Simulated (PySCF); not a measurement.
Dipole moment and polarisability of Zr(vinyl)4

Species: Zr(vinyl)4, C8H12Zr (singlet state).
Structure used (PBE0-D3(BJ)/def2-SVP), in Å, numbered top down from 1:
```xyz
21
C8H12Zr angstrom
Zr     0.006   -0.001    0.006
C      0.134    0.277    2.178
C      0.541   -0.953    2.533
H     -0.098    1.007    2.963
H      0.794   -1.722    1.775
H      0.668   -1.312    3.564
C      2.056   -0.208   -0.742
C      2.488    1.038   -0.489
H      2.716   -0.904   -1.273
H      1.857    1.773    0.052
H      3.468    1.449   -0.771
C     -0.993    1.711   -0.933
C     -2.121    1.728   -0.206
H     -0.819    2.512   -1.661
H     -2.345    0.936    0.538
H     -2.915    2.487   -0.268
C     -1.171   -1.785   -0.495
C     -0.974   -1.813   -1.823
H     -1.732   -2.602   -0.025
H     -0.420   -1.006   -2.344
H     -1.328   -2.597   -2.508
```

Level: B3LYP/def2-SVPD (PySCF), static field, nuclei fixed, core orbitals frozen in the response. The polarisability tensor in these axes (au):

```
x   143.53   0.38   1.08
y     0.38 142.46  -0.17
z     1.08  -0.17 143.45
```

**Question.** What are the eigenvalues, a third of the trace, and Δα (Δα² = ½Σ(αi − αj)² over the three pairs)?

**Answer.** Principal values 142.04, 142.81 and 144.59 au; mean 143.15 au = 21.21 Å³ = 23.60 × 10⁻⁴⁰ C²·m²/J; Δα = 2.26 au (2 % of the mean).

**Question.** What is the dipole moment?

**Answer.** 0.05 D at this geometry.

**Question.** In TDDFT the mean static polarisability is Σ f/ω² over all singlet excitations (ω in hartree). How much of it do the 10 lowest give? Their energies (eV) and oscillator strengths: 4.48, 0.0000; 4.51, 0.0006; 4.59, 0.0049; 4.60, 0.0044; 4.76, 0.0043; 4.78, 0.0047; 4.85, 0.0000; 4.97, 0.0037; 5.21, 0.0017; 5.22, 0.0029.

**Answer.** They add up to 0.88 au, 0.6 % of the 143.15 au; the largest single term is 0.17 au, from the state at 4.59 eV. Terms in order: 0.00, 0.02, 0.17, 0.15, 0.14, 0.15, 0.00, 0.11, 0.05, 0.08 au. Higher excitations give the rest. The strengths listed sum to 0.027.

**Question.** Find the Langevin capture rate constant for NH4+ (18.034 u) meeting this molecule (197.999 u), k = 2.342 × 10⁻⁹ cm³/s × √(α in Å³ / reduced mass in u).

**Answer.** The reduced mass is 16.53 u, so k = 2.65 × 10⁻⁹ cm³/s.

**Question.** Molar refractivity from α?

**Answer.** Lorentz–Lorenz: R = (4π/3)N_A α = 2.5225 cm³/(mol·Å³) × 21.21 Å³ = 53.5 cm³/mol, in the limit of long wavelengths.

**Question.** What would n − 1 = 2πNα be for an ideal gas of these molecules at 350 K and 1 atm, electronic part alone?

**Answer.** N = p/kT = 2.0968 × 10¹⁹ cm⁻³, so n − 1 = 2π × N × 21.21 × 10⁻²⁴ cm³ = 2795 × 10⁻⁶ at long wavelengths.

Isolated species at its PBE0-D3(BJ)/def2-SVP geometry, gas phase. Atoms past krypton carry effective core potentials; spin–orbit coupling is left out.

These values come from a run that also computed excited states. Time: 4.5 min of wall time (with the writing of density and orbital grids); peak memory 1.5 GiB. Hardware: one thread of an Intel Xeon at 2.50 GHz (shared host).
